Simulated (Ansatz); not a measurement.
Saddle point of Si2NH8Cl, singlet (SiNH₄Cl ([NH2][SiH2][Cl]) + SiH₄ → Si₂H₅Cl ([SiH3][SiH2][Cl]) + NH₃; bonds formed: Si1–Si7, N2–H6; bonds broken: Si1–N2, H6–Si7), PBE0-D4/def2-TZVP structure:

```
12
angstrom
Si -1.2564 -0.2806 0.4033
N 0.2697 -0.7920 1.3257
H -2.2633 -0.8360 1.3534
H -1.4789 1.1735 0.3783
Cl -1.5907 -1.4150 -1.2627
H 0.8842 -0.1742 0.5998
Si 1.0066 0.9087 -1.2139
H 0.4863 -1.7784 1.2001
H 0.2945 -0.5632 2.3193
H -0.0618 1.4654 -2.1114
H 1.9080 0.1608 -2.1554
H 1.8017 2.1310 -0.8367
```

Energies are electronic, without zero-point energy. Barriers and step energies count from the start structure reached by relaxing down the imaginary mode; all methods use the PBE0-D4 structures, on which another method's saddle can fall below an end. Computed with Ansatz 0.2.0 (basis: def2-TZVPP, with def2-QZVPP for the basis limit); correlated methods freeze the cores. B3LYP uses VWN-RPA correlation. Extrapolation: Hartree–Fock as exp(−7.88 √X), correlation as X^−2.97.

```csv
method,barrier (kcal/mol),step energy (kcal/mol)
SPW92,40.66,4.88
PBE-D4,46.76,5.89
BLYP-D4,53.44,10.17
r2SCAN-D4,53.33,9.42
B97M-V,56.06,9.82
PBE0-D4,51.47,7.33
B3LYP-D4,57.04,11.10
r2SCAN0-D4,55.89,9.99
BHLYP-D4,62.71,12.66
CAM-B3LYP-D4,?,12.63
wB97X-V,59.75,10.66
wB97M-V,?,11.28
B2PLYP,60.34,12.44
PBE-QIDH,?,9.81
RPA on PBE,59.96,11.78
HF,76.83,17.81
MP2,60.03,12.46
CCSD,62.41,12.10
CCSD(T),59.45,11.18
```

(1) Fill in the withheld barriers. (An estimate is asked for; the value comes from the calculation.)

No T1 diagnostic of these runs exceeds 0.012.

Answers

(1) Computed: PBE-QIDH 57.04; CAM-B3LYP-D4 60.33; wB97M-V 57.88 kcal/mol. Each is the energy of the saddle less that of the start structure, by the same method.

For comparison, the barrier by CCSD(T) at an estimated basis limit (MP2 extrapolated from triple and quadruple zeta, plus CCSD(T) − MP2 in triple zeta) is 59.42 kcal/mol.

Labels in which every atom is bracketed show which atoms are joined, not bond orders.

For scale, one of the runs: CCSD(T)/def2-TZVPP, 269 basis functions, launched by `ansatz run in.yaml --threads 4 --pin off --events-out ev --progress --plain --max-ram 9574MiB`. Time: 2.9 min of wall clock on 4 CPU threads of an Arm Neoverse V1; the host was shared. Peak host memory: 6.3 GiB.
